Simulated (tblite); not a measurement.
Compound: C4H13BrGeSi.
Bonds: C1–Si2, Si2–C3, Si2–C4, C4–Ge5, Ge5–C6, C6–Br7. Hydrogens: H8, H9, H10 on C1; H11 on Si2; H12, H13, H14 on C3; H15, H16 on C4; H17, H18 on Ge5; H19, H20 on C6.

Computed with GFN2-xTB (tblite), gas phase: L-BFGS steps from a force-field or distance-geometry start until the largest atomic force falls under 0.01 eV/Å.

Step 12: E = -623.1438 eV
```
atom  x, y, z in Å  |  force x, y, z in eV/Å
C1     -1.1702   -1.8018   -0.2158   -0.009   0.032  -0.005
Si2    -0.8821    0.0580   -0.5030    0.053   0.033   0.020
C3     -2.5431    0.9316   -0.7744    0.004  -0.014   0.001
C4     -0.0710    0.8080    1.0596    0.016  -0.035  -0.018
Ge5     1.6591   -0.0393    1.4421    0.011   0.001  -0.083
C6      2.8436    0.0934   -0.1518   -0.032  -0.019   0.068
Br7     3.0098    1.9768   -0.6133   -0.004  -0.047   0.015
H8     -1.7170   -2.2421   -1.0430   -0.005  -0.014  -0.021
H9     -1.7551   -1.9650    0.6848   -0.015  -0.010   0.020
H10    -0.2413   -2.3543   -0.1030    0.029   0.046  -0.012
H11    -0.0006    0.2542   -1.6758   -0.069  -0.001   0.041
H12    -3.0484    0.5283   -1.6439   -0.035   0.006  -0.036
H13    -2.4212    1.9982   -0.9264    0.011   0.019  -0.017
H14    -3.1975    0.7941    0.0801   -0.050   0.006   0.018
H15    -0.7269    0.6831    1.9207    0.021  -0.020  -0.018
H16     0.0774    1.8811    0.9350    0.008  -0.046  -0.040
H17     2.3786    0.5995    2.6036    0.031   0.013  -0.002
H18     1.5233   -1.5087    1.7531    0.026  -0.007   0.044
H19     2.4258   -0.4066   -1.0241    0.036   0.025   0.035
H20     3.8515   -0.2779    0.0224   -0.025   0.033  -0.011
```

Step 13: E = -623.1451 eV
```
atom  x, y, z in Å  |  force x, y, z in eV/Å
C1     -1.1704   -1.8006   -0.2171   -0.018  -0.008   0.010
Si2    -0.8853    0.0587   -0.5014    0.049   0.021   0.004
C3     -2.5448    0.9321   -0.7761   -0.035   0.008   0.003
C4     -0.0688    0.8061    1.0579   -0.007  -0.016   0.008
Ge5     1.6607   -0.0403    1.4432    0.011   0.007  -0.087
C6      2.8442    0.0926   -0.1500   -0.009  -0.013   0.041
Br7     3.0088    1.9781   -0.6116   -0.007  -0.075   0.020
H8     -1.7160   -2.2449   -1.0434   -0.006   0.003  -0.016
H9     -1.7540   -1.9647    0.6844   -0.019  -0.014   0.017
H10    -0.2409   -2.3521   -0.1040    0.035   0.051  -0.010
H11    -0.0063    0.2544   -1.6717   -0.033   0.008  -0.007
H12    -3.0524    0.5306   -1.6461   -0.013   0.005  -0.015
H13    -2.4234    1.9994   -0.9277    0.018   0.006  -0.016
H14    -3.1993    0.7957    0.0787   -0.051   0.004   0.012
H15    -0.7263    0.6823    1.9178    0.026  -0.021  -0.004
H16     0.0779    1.8795    0.9331    0.017  -0.047  -0.039
H17     2.3826    0.5974    2.6025    0.030   0.027   0.008
H18     1.5278   -1.5077    1.7589    0.018  -0.024   0.039
H19     2.4272   -0.4080   -1.0227    0.036   0.036   0.042
H20     3.8534   -0.2778    0.0225   -0.041   0.042  -0.009
```

Step 14: E = -623.1462 eV
```
atom  x, y, z in Å  |  force x, y, z in eV/Å
C1     -1.1709   -1.7998   -0.2181   -0.019  -0.033   0.019
Si2    -0.8875    0.0596   -0.4999    0.008   0.000  -0.010
C3     -2.5469    0.9328   -0.7776   -0.056   0.023   0.007
C4     -0.0669    0.8041    1.0564   -0.018  -0.003   0.023
Ge5     1.6624   -0.0410    1.4428    0.009   0.001  -0.043
C6      2.8445    0.0916   -0.1476    0.013  -0.001   0.006
Br7     3.0078    1.9777   -0.6097   -0.008  -0.077   0.021
H8     -1.7152   -2.2475   -1.0440   -0.004   0.020  -0.006
H9     -1.7534   -1.9648    0.6843   -0.017  -0.017   0.007
H10    -0.2399   -2.3493   -0.1050    0.031   0.054  -0.008
H11    -0.0118    0.2548   -1.6686    0.004   0.017  -0.054
H12    -3.0562    0.5328   -1.6482    0.009   0.005   0.008
H13    -2.4252    2.0006   -0.9292    0.019  -0.008  -0.013
H14    -3.2020    0.7974    0.0777   -0.044   0.005  -0.001
H15    -0.7253    0.6812    1.9153    0.025  -0.022   0.015
H16     0.0788    1.8773    0.9307    0.024  -0.037  -0.037
H17     2.3868    0.5960    2.6017    0.019   0.033   0.001
H18     1.5322   -1.5072    1.7648    0.013  -0.029   0.030
H19     2.4290   -0.4086   -1.0208    0.025   0.031   0.030
H20     3.8545   -0.2769    0.0223   -0.034   0.036   0.003
```

Question: Estimate the geometry and energy of step 15. (The exact step hangs on the optimiser's Hessian estimate; all steps are aligned on step 14, rigid shifts and turns removed.)

Answer: E = -623.1471 eV, largest force 0.086 eV/Å
```
atom  x, y, z in Å  |  force x, y, z in eV/Å
C1     -1.1715   -1.7996   -0.2186   -0.014  -0.033   0.020
Si2    -0.8893    0.0603   -0.4990   -0.035  -0.017  -0.022
C3     -2.5494    0.9337   -0.7786   -0.051   0.023   0.012
C4     -0.0657    0.8025    1.0555   -0.017  -0.002   0.022
Ge5     1.6639   -0.0416    1.4417    0.004  -0.010   0.017
C6      2.8449    0.0910   -0.1456    0.023   0.009  -0.019
Br7     3.0067    1.9759   -0.6077   -0.009  -0.052   0.017
H8     -1.7146   -2.2493   -1.0446    0.000   0.029   0.003
H9     -1.7532   -1.9654    0.6844   -0.013  -0.020   0.000
H10    -0.2385   -2.3462   -0.1060    0.023   0.051  -0.004
H11    -0.0160    0.2555   -1.6672    0.026   0.022  -0.079
H12    -3.0593    0.5346   -1.6499    0.020   0.004   0.022
H13    -2.4265    2.0015   -0.9307    0.016  -0.016  -0.007
H14    -3.2051    0.7989    0.0768   -0.038   0.009  -0.012
H15    -0.7242    0.6799    1.9138    0.021  -0.020   0.033
H16     0.0800    1.8750    0.9282    0.027  -0.021  -0.031
H17     2.3906    0.5955    2.6010    0.006   0.033  -0.014
H18     1.5360   -1.5073    1.7703    0.009  -0.022   0.020
H19     2.4310   -0.4085   -1.0188    0.009   0.014   0.006
H20     3.8550   -0.2756    0.0223   -0.007   0.021   0.017
```

The energy changes by -0.0009 eV. The first-order estimate −F·Δx gives -0.0012 eV and the mean of the old and new forces, exact on a quadratic surface, -0.0009 eV. The step makes an angle of 64° with the force vector and moves no atom by more than 0.007 Å.

What follows is the cost of the whole relaxation. On an Arm Neoverse V1 with one thread (shared host), this took 1.2 s wall.
